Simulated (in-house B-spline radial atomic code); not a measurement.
## RPA and G0W0 on LDA exchange-only: K IX (K8+)

Configuration [Ne] 3s1, highest spin, mean-field start LDA exchange-only. Computed with a B-spline radial code for spherical atoms: all electrons, scalar-relativistic (spin-free one-electron X2C), finite nucleus, each spin shell either full or empty, empty states to l = 9 with an (l + 1/2)⁻⁴ tail; G0W0 by contour deformation at full frequency.

Command:
```bash
python run_gw.py task.json out
```
Settings (radii: box in bohr, nucleus in fm):
```
Z                        19
electrons                11
configuration            [Ne] 3s1
hamiltonian              x2c
method                   lda,
lmax                     9
rms_radius               3.4349
spin_polarised           True
box_radius               7.7
intervals                67
ion_configuration        [He] 2s2 2p6
```

Cost of the run: 3.1 s on 1 thread of Intel(R) Xeon(R) Platinum 8259CL CPU @ 2.50GHz, with other jobs on the host.

Energies (hartree):

```csv
term,value
mean-field total,-577.50106
Hartree-Fock functional on these orbitals,-579.85060
direct second order,-0.74505
second-order exchange,0.28701
SOSEX correction,0.267
```

Problem. What is the RPA correlation energy, and what remains with SOSEX?

Solution. RPA gives -0.688 hartree (-1.7 eV per electron); RPA + SOSEX gives -0.421, and the second-order doubles -0.45804 hartree (no singles). SOSEX takes back 39 % of the RPA value.

Quasi-particle levels (eV):

```tsv
level	occupied	mean field	Σx - vxc	Σc	QP weight	G0W0
3s up	yes	-166.46	-9.04	?	?	?
2p down	yes	-441.93	-35.55	3.38	0.966	-474.10
2p up	yes	-442.65	-35.69	3.49	0.964	-474.85
2s down	yes	-512.74	-46.54	5.46	0.936	-553.82
3s down	no	-159.50	7.19	-2.81	0.956	-155.13
```

G0W0 = mean field + (Σx - vxc) + Σc, with Σc (partial-wave tail included) taken at the quasi-particle energy. Only the outer levels were computed.

Problem. Where does G0W0 put 3s up?

Solution. At -177.40 eV, with Σc = -1.90 eV and a quasi-particle weight of 0.975. The tabulated removal energy is 175.817 ± 0.0025 eV (NIST, semi-empirical); the calculation leaves out spin-orbit coupling, Breit and QED terms, and what these don't explain is the method's own error.

Problem. What does it cost to remove one electron (to [He] 2s2 2p6) by differences of total energies, each species on its own start (correlation terms add to the Hartree-Fock functional)?

Solution. LDA exchange-only 175.48 eV, Hartree-Fock functional 175.27 eV, + RPA 176.89 eV, + RPA + SOSEX 175.78 eV, + second order 175.90 eV. Tabulated: 175.817 ± 0.0025 eV (NIST, semi-empirical); the calculation leaves out spin-orbit coupling, Breit and QED terms, and what these don't explain is the method's own error.
